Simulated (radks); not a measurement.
Question: Sm I, 62 electrons, occupied as [Xe] 4f(up 6, down 0) 6s2. All-electron calculation, non-relativistic Kohn-Sham, LDA (Slater exchange, Perdew-Wang correlation), spin-polarised, spherical densities, point nucleus; relativity is left out, which matters for an element this heavy. Program: a radial shooting solver on a logarithmic mesh with Libxc functionals. Some entries of the table are withheld. Estimate them.

orbital,occ.,eigenvalue (eV),<r> (bohr),r(max) (bohr)
1s up,1,-44004.99,0.02449,0.01624
1s down,1,-44004.99,0.02449,0.01624
2s up,1,-6951.638,0.1045,0.08907
2s down,1,-6951.534,0.1044,0.08907
2p up,3,-6604.167,0.08861,0.06934
2p down,3,-6604.105,0.08861,0.06934
3s up,1,-1516.714,0.2711,0.2491
3s down,1,-1514.310,0.2708,0.2490
3p up,3,-1362.964,0.2607,0.2361
3p down,3,-1360.754,0.2605,0.2360
3d up,5,-1075.464,0.2321,0.1888
3d down,5,-1073.822,0.2318,0.1887
4s up,1,-296.5901,0.6136,0.5705
4s down,1,-291.8082,0.6137,0.5703
4p up,3,-237.4891,0.6294,0.5772
4p down,3,-232.7322,0.6297,0.5770
4d up,5,-132.5171,0.6709,0.5879
4d down,5,-127.8270,0.6721,0.5877
5s up,1,-39.1793,1.492,(1)
5s down,1,-36.9351,1.516,(2)
5p up,3,-23.4339,1.689,1.461
5p down,3,-21.6604,1.729,1.484
4f up,6,-7.2984,0.9295,0.5990
6s up,1,-3.5684,(3),3.799
6s down,1,-3.3926,(4),3.901
4f down,0,-3.2468,1.001,0.6024

Answer: 
(1) 5s up r(max) (bohr): 1.332
(2) 5s down r(max) (bohr): 1.347
(3) 6s up <r> (bohr): 4.461
(4) 6s down <r> (bohr): 4.575
